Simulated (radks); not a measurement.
Values are calculated unless marked as measured or tabulated.
Correlation energies from several functionals, in hartree. Species: Zn [Ar] 3d10 4s2; Hf4+ [Xe] 4f14; Gd3+ [Xe] 4f7; O+ [He] 2s2 2p3. Code: a radial shooting solver on a logarithmic mesh with Libxc functionals. Model: non-relativistic Kohn-Sham, exchange-only LDA, spin-polarised, spherical densities, point nucleus. Every spin shell is full or empty, so the densities are truly spherical. Functionals are evaluated on that one density, not self-consistently.

functional       Zn     Hf4+     Gd3+        O+
PW92        -2.6504  -7.1706  -6.1702  -0.45793
VWN5        -2.6627  -7.2007  -6.1967  -0.46057
PBEsol      -1.6054  -4.6631  -3.9601  -0.22537
P86         -1.5927  -4.6774  -3.9695  -0.20466
OP (B88)    -1.3739  -3.6653  -3.1513  -0.20813
revTPSS     -1.4270  -4.1903  -3.5518  -0.19984
r2SCAN      -1.4330  -4.2204  -3.5617  -0.19006
B95         -1.6734  -5.1856  -4.3595  -0.20679
